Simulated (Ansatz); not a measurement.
V₆O₂₀H₁₀, 36 atoms. Hardware: 2 threads of AMD EPYC 7R13 on a shared host and a share (18 GiB) of an NVIDIA H100 80GB HBM3.

The 6-31G sets use Cartesian d functions. Correlated methods freeze 50 core orbitals; core or outer-core shells of V are correlated, in sets that lack core-valence functions. Single mean-field runs in def2-SVP are fitted with def2-universal-jkfit.

Q: How many basis functions does each of these Ansatz runs have, and roughly what does it cost? LC-ωPBE (ω = 0.10 bohr⁻¹)/def2-SVP, charge -1 doublet at the geometry of the charge 0 singlet, energy, from earlier orbitals; PBE0-D4/def2-SVP, charge 0 triplet at the geometry of the charge 0 singlet, energy; LC-ωPBE (ω = 0.15 bohr⁻¹)/def2-SVP, charge 0 singlet, energy, from earlier orbitals; MP2/def2-SVP, charge 0 singlet, energy, from earlier orbitals; PBE-D4/def2-SVP, charge 0 singlet, energy and forces, from earlier orbitals; HF/6-31G, charge 0 singlet, energy; LC-ωPBE (ω = 0.20 bohr⁻¹)/def2-SVP, charge 1 doublet at the geometry of the charge 0 singlet, energy, from earlier orbitals; LC-ωPBE (ω = 0.30 bohr⁻¹)/def2-SVP, charge -1 doublet at the geometry of the charge 0 singlet, energy, from earlier orbitals; RPA@PBE/def2-SVP, charge 0 singlet, energy, from earlier orbitals; ωB97X-V/def2-SVP, charge 0 singlet, energy, from earlier orbitals; PBE-D4/def2-SVP, charge -1 doublet at the geometry of the charge 0 singlet, energy, from earlier orbitals; LC-ωPBE (ω = 0.10 bohr⁻¹)/def2-SVP, charge 0 singlet, energy, from earlier orbitals.

A: Other jobs shared the machine, so times can vary by a factor of up to 3.

| run | functions | fitting or Cholesky vectors | wall time | peak host memory (GiB) |
| --- | --- | --- | --- | --- |
| PBE-D4/def2-SVP, charge 0 singlet, energy and forces, from earlier orbitals | 516 | 3304 | 18 s | 1.1 |
| HF/6-31G, charge 0 singlet, energy | 374 | 4217 | 22 s | 1.1 |
| RPA@PBE/def2-SVP, charge 0 singlet, energy, from earlier orbitals | 516 | 5195 | 24 s | 3.3 |
| PBE-D4/def2-SVP, charge -1 doublet at the geometry of the charge 0 singlet, energy, from earlier orbitals | 516 | 3304 | 25 s | 1.3 |
| ωB97X-V/def2-SVP, charge 0 singlet, energy, from earlier orbitals | 516 | 3304 | 28 s | 1.4 |
| LC-ωPBE (ω = 0.15 bohr⁻¹)/def2-SVP, charge 0 singlet, energy, from earlier orbitals | 516 | 3304 | 29 s | 1.2 |
| LC-ωPBE (ω = 0.20 bohr⁻¹)/def2-SVP, charge 1 doublet at the geometry of the charge 0 singlet, energy, from earlier orbitals | 516 | 3304 | 30 s | 1.3 |
| LC-ωPBE (ω = 0.30 bohr⁻¹)/def2-SVP, charge -1 doublet at the geometry of the charge 0 singlet, energy, from earlier orbitals | 516 | 3304 | 32 s | 1.3 |
| LC-ωPBE (ω = 0.10 bohr⁻¹)/def2-SVP, charge -1 doublet at the geometry of the charge 0 singlet, energy, from earlier orbitals | 516 | 3304 | 34 s | 1.4 |
| LC-ωPBE (ω = 0.10 bohr⁻¹)/def2-SVP, charge 0 singlet, energy, from earlier orbitals | 516 | 3304 | 34 s | 1.2 |
| PBE0-D4/def2-SVP, charge 0 triplet at the geometry of the charge 0 singlet, energy | 516 | 3304 | 36 s | 1.3 |
| MP2/def2-SVP, charge 0 singlet, energy, from earlier orbitals | 516 | 5195 | 49 s | 1.3 |
